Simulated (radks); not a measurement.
Values are calculated unless marked as measured or tabulated.
How relativity changes the ionisation of neutral calcium ([Ar] 4s2) to Ca+ ([Ar] 4s1). Spin-unpolarised spherical Kohn-Sham, PBE, point nucleus unless stated (finite: rms radius 3.4776 fm), a radial shooting solver on a logarithmic mesh with Libxc functionals. A level marked "c x" has the speed of light scaled by that factor.

level                        E(Ca) (hartree)  E(Ca+) (hartree)  IE (eV)   HOMO  <r> HOMO (bohr)
non-rel.                          -677.34882        -677.11779    6.286     4s            4.036
scalar-rel.                       -680.32517        -680.09330    6.309     4s            4.020
scalar-rel., finite nucleus       -680.32405        -680.09218    6.309     4s            4.020
Dirac                             -680.32968        -680.09782    6.309  4s1/2            4.020
Dirac, finite nucleus             -680.32856        -680.09670    6.309  4s1/2            4.020
Dirac, c x 0.75                   -682.69193        -682.45940    6.328  4s1/2            4.008
Dirac, c x 2                      -678.08822        -677.85698    6.292  4s1/2            4.032
Dirac, c x 100                    -677.34911        -677.11809    6.286  4s1/2            4.036

NIST Atomic Spectra Database: 6.113 eV (measured). The relativistic part of the total energy of Ca is -2.98 hartree (Dirac, finite nucleus), 0.44 % of the non-relativistic value. Spin polarisation and multiplet splitting of open shells are left out at every level.

Beside tabulated values, note that spin-unpolarised runs miss the spin-polarisation part of the exchange energy of open shells.
